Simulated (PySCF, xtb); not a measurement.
SiF2, SMILES F[Si]F (connectivity only; charge and spin as stated), neutral, multiplicity 1.

GFN2-xTB (xtb) at its own geometry gives an orbital gap of 3.71 eV and a dipole moment of 1.52 D.

Coordinates come from a r2SCAN-D4/def2-TZVP optimisation. The isomer is the one that the SMILES or the coordinates give; other isomers of the formula were not compared.

**Question.** What does M06-2X/def2-TZVPD run with PySCF give? (Estimate from the structure and the level; the computed values follow.)

**Answer.** gap 8.18 eV (levels -9.50 and -1.33 eV), dipole 1.27 D.
